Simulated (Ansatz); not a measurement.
SiHCl2OF (SMILES O[Si](F)(Cl)Cl): the energy to break a bond

SiHCl2OF: 6 atoms, total charge 0, spin state singlet. As SMILES, `O[Si](F)(Cl)Cl`. Geometry: optimised at r2SCAN/def2-SVP. This is one conformer, not always the lowest.

```
atom    x (Å)    y (Å)    z (Å)
   O  -0.5224   0.4639   1.1326
  Si   0.2160   0.0155  -0.2509
   F   1.6032  -0.7400   0.0508
  Cl  -0.9298  -1.2819  -1.3368
  Cl   0.6219   1.6982  -1.3074
   H  -0.9467  -0.2199   1.6656
```

Wanted: the dissociation energy of the Cl4–Si2 bond into doublet Cl and doublet SiHClOF (shapes relaxed at r2SCAN/def2-SVP, no zero-point term). 1 Eh = 2625.50 kJ/mol = 27.2114 eV. Totals in Eh; open shells run unrestricted unless said.

```
                                level  program      SiHCl2OF   doublet Cl  doublet SiHClOF
                     PBE0-D4/def2-SVP   Ansatz  -1384.666119  -459.838528      -924.645120
                     wB97M-V/def2-SVP   Ansatz  -1385.160379  -459.967660      -925.002396
MP2/def2-SVP, 17 core orbitals frozen   Ansatz  -1383.237572  -459.428240      -923.629746
```

Question: Work out the dissociation energy at each level.

Answer: 
1. PBE0-D4/def2-SVP: (-459.838528) + (-924.645120) − (-1384.666119) = 0.182471 Eh = 479.1 kJ/mol = 4.97 eV.
2. wB97M-V/def2-SVP: (-459.967660) + (-925.002396) − (-1385.160379) = 0.190323 Eh = 499.7 kJ/mol = 5.18 eV.
3. MP2/def2-SVP: (-459.428240) + (-923.629746) − (-1383.237572) = 0.179586 Eh = 471.5 kJ/mol = 4.89 eV.

The levels span 472 to 500 kJ/mol; no measured value is set beside them. A bond enthalpy at 298 K also holds the loss of zero-point energy and thermal terms.
